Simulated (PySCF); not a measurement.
Choosing a molecule for a target property.

Each SMILES stands for a single optimised conformer of the isolated species, non-relativistic unless stated. Electronic properties by PySCF.

The conformers computed, where there is a choice (atom-mapped SMILES and torsion angles):
- `[CH3:1][CH2:2][CH2:3][c:4]1[cH:5][n:6][cH:7][n:8]1[SiH2:9][CH3:10]`: C1–C2–C3–C4 179°, C2–C3–C4–C5 -88°, C7–N8–Si9–C10 -98°
- `[O:1]=[C:2]([F:3])[c:4]1[cH:5][cH:6][c:7]([Cl:8])[cH:9][cH:10]1`: O1–C2–C4–C5 180°
- `[CH3:1][S:2](=[O:3])(=[O:4])[C@:5]1([SiH3:6])[CH:7]=[CH:8][O:9][SiH2:10]1`: C1–S2–C5–Si6 161°
- `[CH3:1][S:2][C@@:3]([CH3:4])([SiH3:5])[C:6](=[S:7])[CH2:8][F:9]`: C1–S2–C3–C4 59°, S2–C3–C6–S7 129°, C3–C6–C8–F9 -42°

Question: Wanted: HOMO energy below -6.8 eV (PBE0/pcSseg-1) and smallest rotational constant above 0.54 GHz (GFN2-xTB), at GFN2-xTB geometries. Which candidate meets both?
A. `CS(=O)(=O)[C@]1([SiH3])C=CO[SiH2]1`
B. `CCCc1cncn1[SiH2]C`
C. `S=C(CF)[C@]([SiH3])(SC)C`
D. `Clc1ccc(cc1)C(F)=O`

Answer: A. Computed values:
| species | HOMO energy | smallest rotational constant |
| --- | --- | --- |
| Clc1ccc(cc1)C(F)=O | -7.93 eV | 0.482 GHz |
| CS(=O)(=O)[C@]1([SiH3])C=CO[SiH2]1 | -7.10 eV | 0.713 GHz |
| S=C(CF)[C@]([SiH3])(SC)C | -6.55 eV | 0.778 GHz |
| CCCc1cncn1[SiH2]C | -6.30 eV | 0.601 GHz |
